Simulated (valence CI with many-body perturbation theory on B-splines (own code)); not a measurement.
## Ce26+: electric-dipole lines

Calculated by valence CI with perturbative core correlation (CI+MBPT): four valence electrons over a frozen Dirac-Fock core [Ar] 3d10, radial functions for each j: 11 s, 11 p, 9 d, 7 f, 5 g, 2 h, 1 i, with the one-electron correlation potential Σ1, the two-electron term Σ2, the three-electron term Σ3, Breit, model QED; selected CI, second order for the rest (own B-spline code, finite nucleus).

No measured spectrum was set against this ion. As an estimate, large intervals hold to a few tenths of a per cent, small ones and those within an open d or f shell to about a per cent.

Lines 1 to 50 of 231 in falling wavelength, among levels below 234.39 eV, chosen from the strongest by gf and those to the six lowest levels. Wavelengths and rates use the calculated energies. Electric multipoles are in the length gauge, E1 and E2 with the static RPA response of the core. Weak lines are less certain than strong ones. Lines between different terms over intervals too small for the method are left out, as are lines whose strength nearly cancels. Where a level lies close to another of its J and parity, the split of strength between their lines is uncertain. The highest levels of a list are the least certain.

Levels are named by their leading jj configuration (3d3/2^4 stands for four electrons in 3d with j = 3/2), which in mixed levels can hold well under half, so a name can repeat and another be missing. Letters in brackets count levels of one name in rising energy.

```tsv
λ vac (Å)	Upper	Lower	A (s⁻¹)	S (a.u.)
406.5	(4s 4p1/2^2 4p3/2) J=2	(4s^2 4p3/2^2) J=2	1.99e+07	3.30e-03
364.5	(4s 4p1/2^2 4p3/2) J=1	(4s^2 4p3/2^2) J=0	2.50e+07	1.79e-03
305.8	(4s 4p1/2^2 4p3/2) J=1	(4s^2 4p3/2^2) J=2	1.87e+08	7.93e-03
262.7	(4s 4p1/2 4p3/2 4d3/2) J=4	(4s^2 4p3/2 4d3/2) J=3	1.40e+09	1.13e-01
243.9	(4s 4p1/2 4p3/2 4d5/2) J=4 [b]	(4s^2 4p3/2 4d5/2) J=3	2.36e+09	1.52e-01
241.0	(4s 4p1/2 4p3/2^2) J=2 [a]	(4s^2 4p3/2^2) J=2	4.82e+08	1.66e-02
239.5	(4s 4p1/2 4p3/2 4d3/2) J=2 [a]	(4s 4p3/2^3) J=1	2.13e+09	7.22e-02
231.4	(4p1/2^2 4p3/2^2) J=2	(4s 4p1/2 4p3/2^2) J=1 [b]	2.92e+09	8.93e-02
227.5	(4s 4p1/2^2 4d5/2) J=3	(4s^2 4p1/2 4d5/2) J=3	2.13e+09	8.66e-02
226.2	(4s 4p1/2^2 4p3/2) J=2	(4s^2 4p1/2 4p3/2) J=2	2.38e+09	6.79e-02
225.7	(4s 4p1/2 4p3/2 4d5/2) J=5	(4s^2 4p3/2 4d5/2) J=4	3.79e+09	2.36e-01
218.5	(4s 4p1/2 4p3/2^2) J=3	(4s^2 4p3/2^2) J=2	4.62e+09	1.67e-01
215.1	(4s 4p1/2^2 4p3/2) J=2	(4s^2 4p1/2 4p3/2) J=1	3.67e+09	9.02e-02
211.6	(4s 4p1/2 4p3/2^2) J=1 [a]	(4s^2 4p3/2^2) J=0	1.90e+09	2.66e-02
210.0	(4p1/2^2 4p3/2^2) J=2	(4s 4p1/2 4p3/2^2) J=1 [a]	2.60e+09	5.95e-02
208.7	(4s 4p1/2 4p3/2 4d5/2) J=3 [e]	(4s^2 4p3/2 4d5/2) J=3	2.36e+09	7.42e-02
208.1	(4p1/2^2 4p3/2^2) J=2	(4s 4p1/2 4p3/2^2) J=2 [b]	6.04e+09	1.34e-01
200.3	(4p1/2^2 4p3/2^2) J=0	(4s 4p1/2 4p3/2^2) J=1 [b]	2.35e+10	9.32e-02
194.4	(4s 4p3/2^2 4d5/2) J=4	(4s^2 4p3/2 4d5/2) J=3	1.66e+09	5.42e-02
194.3	(4s 4p1/2^2 4d5/2) J=2	(4s^2 4p1/2 4d5/2) J=3	3.89e+09	7.04e-02
193.5	(4s 4p1/2 4p3/2^2) J=1 [b]	(4s^2 4p3/2^2) J=0	3.81e+09	4.08e-02
191.9	(4s 4p1/2 4p3/2^2) J=2 [b]	(4s^2 4p3/2^2) J=2	3.65e+09	6.37e-02
191.2	(4s 4p1/2^2 4p3/2) J=1	(4s^2 4p1/2 4p3/2) J=2	7.95e+09	8.23e-02
190.6	(4s 4p1/2 4p3/2 4d5/2) J=2 [c]	(4s^2 4p3/2 4d5/2) J=2	3.29e+09	5.62e-02
190.4	(4s 4p1/2 4p3/2^2) J=1 [a]	(4s^2 4p3/2^2) J=2	1.82e+09	1.86e-02
185.5	(4s 4p1/2 4p3/2 4d3/2) J=2 [c]	(4s^2 4p3/2 4d3/2) J=3	4.28e+09	6.74e-02
184.9	(4s 4p1/2 4p3/2 4d5/2) J=4 [c]	(4s^2 4p3/2 4d5/2) J=4	3.70e+09	1.04e-01
184.0	(4p1/2^2 4p3/2^2) J=0	(4s 4p1/2 4p3/2^2) J=1 [a]	1.86e+10	5.72e-02
183.9	(4p1/2^2 4p3/2^2) J=2	(4s 4p1/2 4p3/2^2) J=3	2.09e+10	3.20e-01
183.6	(4s 4p1/2 4p3/2 4d5/2) J=3 [c]	(4s^2 4p3/2 4d5/2) J=4	4.30e+09	9.20e-02
183.2	(4s 4p1/2^2 4p3/2) J=1	(4s^2 4p1/2 4p3/2) J=1	1.28e+09	1.17e-02
182.5	(4s 4p1/2 4p3/2 4d5/2) J=3 [d]	(4s^2 4p3/2 4d5/2) J=4	2.58e+09	5.42e-02
175.6	(4s 4p1/2 4p3/2^2) J=1 [b]	(4s^2 4p3/2^2) J=2	4.30e+09	3.45e-02
170.5	(4s 4p3/2^2 4d3/2) J=3	(4s^2 4p3/2 4d5/2) J=2	4.84e+09	8.28e-02
170.5	(4p1/2^2 4p3/2^2) J=2	(4s 4p1/2 4p3/2^2) J=2 [a]	8.23e+09	1.01e-01
166.3	(4s^2 4p1/2 4d3/2) J=2	(4s^2 4p3/2^2) J=2	1.09e+09	1.24e-02
164.3	(4s 4p1/2 4p3/2 4d3/2) J=1 [a]	(4s 4p1/2 4p3/2^2) J=1 [b]	9.76e+09	6.41e-02
163.7	(4s 4p1/2 4p3/2^2) J=2 [a]	(4s^2 4p1/2 4p3/2) J=2	3.76e+08	4.07e-03
162.6	(4s 4p3/2^2 4d3/2) J=2	(4s^2 4p3/2 4d3/2) J=1	6.70e+09	7.12e-02
162.5	(4s 4p1/2 4p3/2 4d5/2) J=2 [b]	(4s^2 4p1/2 4d5/2) J=2 [b]	8.66e+09	9.16e-02
159.1	(4s 4p3/2^2 4d5/2) J=4	(4s^2 4p3/2 4d5/2) J=4	5.73e+09	1.03e-01
158.4	(4s^2 4p1/2 4d3/2) J=1	(4s^2 4p3/2^2) J=0	5.58e+08	3.28e-03
157.7	(4s 4p1/2 4p3/2^2) J=2 [a]	(4s^2 4p1/2 4p3/2) J=1	1.08e+10	1.05e-01
155.5	(4s 4p3/2^2 4d5/2) J=5	(4s^2 4p3/2 4d5/2) J=4	1.75e+10	3.56e-01
153.0	(4s 4p1/2 4p3/2^2) J=3	(4s^2 4p1/2 4p3/2) J=2	7.04e+09	8.71e-02
150.9	(4p3/2^4) J=0	(4s 4p3/2^3) J=1	4.09e+10	6.93e-02
149.5	(4s^2 4p1/2 4d5/2) J=3	(4s^2 4p3/2^2) J=2	8.12e+08	9.38e-03
149.0	(4s 4p1/2 4p3/2 4d5/2) J=2 [a]	(4s^2 4p1/2 4d3/2) J=2	2.19e+10	1.79e-01
149.0	(4s 4p1/2 4p3/2 4d3/2) J=2 [a]	(4s 4p1/2 4p3/2^2) J=2 [b]	1.18e+10	9.67e-02
148.3	(4p1/2^2 4p3/2^2) J=2	(4s 4p1/2^2 4p3/2) J=1	8.62e+09	6.93e-02
```
